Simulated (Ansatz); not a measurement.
CH$_{2}$O$_{2}$, triplet, at a GFN2-xTB geometry (a higher spin typed on purpose: for a closed-shell molecule this is an excited state); CCSD(T)/6-311G** run with Ansatz (a first-principles code).

Here is a job for Ansatz.
Ansatz 0.2 input:
```yaml
crystal:
  periodic: [false, false, false]
  atoms:
    - {symbol: O, position_ang: [0.92501158, -0.69588946, 0.13212394]}
    - {symbol: C, position_ang: [-0.34051039, -0.19716062, 0.15520994]}
    - {symbol: O, position_ang: [-0.73036434, 0.99380704, -0.11121298]}
    - {symbol: H, position_ang: [1.46937990, -0.32626264, -0.58832390]}
    - {symbol: H, position_ang: [-0.98349538, -0.87411438, -0.51022332]}
basis:
  gaussian:
    orbitals: 6-311G__.json
magnetization: {spin_polarized: true, initial_magnetization: 2}
correlation: {method: ccsd_t}
accuracy: high
```
The basis file holds 6-311G** in the JSON format of the Basis Set Exchange.

Problem. Write the output that Ansatz gives for this input, abridged.

Solution. 
```
Functional definition: HF
1299 factors; integrals over basis functions are off by at most 3.4e-9 eV
mean field evaluation 1: about -5130.8577 eV, gradient 2.2e1 eV
mean field evaluation 2: about -5130.8622 eV, gradient 2.2e1 eV
mean field evaluation 4: about -5133.7253 eV, gradient 4.3e0 eV
mean field evaluation 8: about -5134.4026 eV, gradient 5.4e-1 eV
mean field evaluation 16: about -5134.4192 eV, gradient 2.5e-8 eV
mean field evaluation 32: about -5134.2901 eV, gradient 2.4e0 eV
mean field evaluation 64: about -5133.3797 eV, gradient 8.9e-1 eV
mean field -5134.41923703 eV, -188.6864267266 hartree, gradient 8.5e-8 eV, S^2 2.013590; 4 other end points of the search recorded, 0 dependent functions left out
determinant -5134.41923703 eV, -188.6864267266 hartree, with singles and doubles -5148.07263162 eV, -189.1881797231 hartree
determinant -5133.30400484 eV, -188.6454426996 hartree, with singles and doubles -5146.69151147 eV, -189.1374244939 hartree
3 core orbitals not correlated
reference -5134.41923703 eV, -188.6864267266 hartree; 10, 8 occupied and 53, 55 virtual orbitals, 1299 factors
second order -12.90913799 eV of doubles, -0.00000000 eV of singles
cycle   1  -13.65608441 eV  change   -2.7e-3 eV  update   4.2e-3
cycle   2  -13.65994954 eV  change   -3.9e-3 eV  update   3.7e-3
cycle   3  -13.66009332 eV  change   -1.4e-4 eV  update   2.3e-3
cycle   4  -13.66288236 eV  change   -2.8e-3 eV  update   1.4e-3
cycle   5  -13.66422495 eV  change   -1.3e-3 eV  update   8.3e-4
cycle   6  -13.66525556 eV  change   -1.0e-3 eV  update   6.7e-4
cycle   7  -13.66413459 eV  change    1.1e-3 eV  update   4.8e-4
cycle   8  -13.66370061 eV  change    4.3e-4 eV  update   2.8e-4
cycle   9  -13.66398900 eV  change   -2.9e-4 eV  update   1.7e-4
cycle  10  -13.66425893 eV  change   -2.7e-4 eV  update   8.2e-5
cycle  11  -13.66423481 eV  change    2.4e-5 eV  update   4.8e-5
cycle  12  -13.66422070 eV  change    1.4e-5 eV  update   2.1e-5
cycle  13  -13.66423172 eV  change   -1.1e-5 eV  update   9.3e-6
cycle  14  -13.66423114 eV  change    5.8e-7 eV  update   4.7e-6
cycle  15  -13.66423669 eV  change   -5.5e-6 eV  update   2.4e-6
cycle  16  -13.66423425 eV  change    2.4e-6 eV  update   1.2e-6
cycle  17  -13.66423172 eV  change    2.5e-6 eV  update   5.3e-7
cycle  18  -13.66423143 eV  change    2.9e-7 eV  update   2.6e-7
cycle  19  -13.66423154 eV  change   -1.0e-7 eV  update   1.7e-7
cycle  20  -13.66423164 eV  change   -1.0e-7 eV  update   1.3e-7
cycle  21  -13.66423165 eV  change   -1.4e-8 eV  update   1.0e-7
cycle  22  -13.66423160 eV  change    4.9e-8 eV  update   8.3e-8
cycle  23  -13.66423158 eV  change    2.3e-8 eV  update   6.4e-8
cycle  24  -13.66423157 eV  change    1.5e-8 eV  update   4.6e-8
cycle  25  -13.66423156 eV  change    4.0e-9 eV  update   3.3e-8
cycle  26  -13.66423173 eV  change   -1.7e-7 eV  update   9.9e-8
cycle  27  -13.66423174 eV  change   -6.7e-9 eV  update   2.8e-8
cycle  28  -13.66423175 eV  change   -1.2e-8 eV  update   1.1e-8
cycle  29  -13.66423176 eV  change   -4.5e-9 eV  update   7.0e-9
cycle  30  -13.66423176 eV  change   -4.9e-9 eV  update   4.4e-9
cycle  31  -13.66423176 eV  change   -2.5e-9 eV  update   3.3e-9
cycle  32  -13.66423176 eV  change  -4.8e-10 eV  update   1.8e-9
perturbative correction -0.41610633 eV, -0.0152916255 hartree
Total energy: -5148.49957513 eV, -189.2038696075 hartree
```
